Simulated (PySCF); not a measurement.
These compounds are isomers of formula C$_{5}$H$_{6}$F$_{3}$OP.

A. `O=[P@@H](C(F)=C(F)F)C1CC1`
B. SMILES CC(=O)C/P=C/C(F)(F)F
C. SMILES C/C=C/[P@H](=O)C(F)=C(F)F

Spectrum 1. ¹H NMR (500 MHz, computed): δ 9.14 (m, 1H), 3.23 (m, 2H), 2.21 (s, 3H). ¹³C{¹H} NMR (computed): δ 205.3 (C), 193.9 (CH), 133.8 (C), 47.6 (CH2), 36.2 (CH3).

Spectrum 2. ¹H NMR (500 MHz, computed): δ 7.63 (m, 1H), 1.30 (m, 1H), 0.97 (m, 1H), 0.96 (m, 1H), 0.86 (m, 1H), 0.79 (m, 1H). ¹³C{¹H} NMR (computed): δ 172.7 (C), 133.0 (C), 10.9 (CH), 4.7 (CH2), 2.1 (CH2).

Spectrum 3. ¹H NMR (500 MHz, computed): δ 7.71 (m, 1H), 7.32 (m, 1H), 5.95 (m, 1H), 2.22 (d, 3H). ¹³C{¹H} NMR (computed): δ 172.6 (C), 160.8 (CH), 133.0 (C), 126.5 (CH), 24.2 (CH3).

Calculated, not measured (PySCF 2.14): shieldings: GIAO PBE0/pcSseg-1, geometry: GFN2-xTB. One averaged value for each set of equivalent atoms, a single conformation, in vacuum, non-relativistic Hamiltonian.

Chemical shifts δ = σref − σ; ¹H (31.72 ppm), ¹³C (186.93 ppm) against TMS, all at this level. Splittings of carbon signals by F and P are missing where no couplings were computed. Where no couplings were computed, multiplicities follow the n + 1 count of equivalent neighbours, and m marks all less simple cases (inequivalent or close neighbours, rings, F or P nearby). Shifts are as computed. Against solution values, carbons near 30 ppm lie about +3 ppm off and those near 130 ppm about +5 ppm. Of 1211 compounds with measured shifts, 218 miss one by over three times the rms of a fit or turn the order of signals round; such compounds aren't used in these exercises.

Match each spectrum to its structure.

Answers

1–B, 2–A, 3–C.

- Spectrum 1 (B): 5 ¹³C signals; δC 205.3 is a ketone carbonyl carbon; δC 133.8 is a CF3 carbon.
- Spectrum 2 (A): 5 ¹³C signals; δC 133.0 is a fully substituted alkene carbon; δC 10.9 is a three-membered-ring carbon.
- Spectrum 3 (C): 5 ¹³C signals; δC 160.8 is an alkene CH; δC 133.0 is a fully substituted alkene carbon.
